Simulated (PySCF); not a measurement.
Isomers of C10H10O. Theory: PBE0-D3(BJ)/def2-SVP geometry optimisation, gas phase (PySCF). Energies are electronic, without zero-point or thermal terms, for one conformer each. No frequencies were run at this level. Point groups hold within 0.08 Å.

**Question.** Order them by energy at this level, lowest first, and give relative energies in kcal/mol.
A. `[CH2:1]=[CH:2][c:3]1[cH:4][cH:5][c:6]([C:7]([CH3:8])=[O:9])[cH:10][cH:11]1` with C1–C2–C3–C4 -176°, C5–C6–C7–C8 1°
B. `[CH2:1]=[CH:2]/[CH:3]=[C:4]1/[CH:5]=[CH:6][C:7]([C:8]([CH3:9])=[O:10])=[CH:11]1` with C1–C2–C3–C4 180°, C6–C7–C8–C9 0°

**Answer.** A (0.0), B (32.0).

As drawn, the lower has an aromatic ring, which the higher lacks.

| SMILES | E (Eh) | E rel (kcal/mol) | dipole (D) | point group | A, B, C (MHz) |
| --- | --- | --- | --- | --- | --- |
| C=Cc1ccc(C(C)=O)cc1 | -461.43870 | 0.0 | 3.03 | near Cs | 3415, 575.5, 494.2 |
| C=C/C=C1/C=CC(C(C)=O)=C1 | -461.38776 | 32.0 | 3.57 | Cs | 2735, 543.8, 454.9 |
